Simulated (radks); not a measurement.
Spin polarisation of the 3p1 shell in neutral aluminium. Start: [Ne] 3s2 3p(up 0.5, down 0.5); electrons of 3p are moved from spin down to spin up, other shells keep equal spins. All-electron calculation, non-relativistic Kohn-Sham, PBE, spin-polarised, spherical densities, point nucleus. Program: a radial shooting solver on a logarithmic mesh with Libxc functionals.

moment (Bohr magnetons),E - E(0) (eV),e(3p up) (eV),e(3p down) (eV),3s down minus up (eV),2p down minus up (eV)
0,0.000,-2.720,-2.720,0.000,0.000
0.25,-0.012,-2.810,-2.619,0.189,0.018
0.5,-0.048,-2.889,-2.507,0.378,0.035
0.75,-0.108,-2.958,-2.380,0.570,0.053
1,-0.193,-3.018,-2.232,0.765,0.071

At moment 1 the spin-polarisation energy is -0.193 eV and the 3p exchange splitting 0.786 eV, that is 0.786 eV per Bohr magneton; E = -I m^2/4 would give I = 0.770 eV.
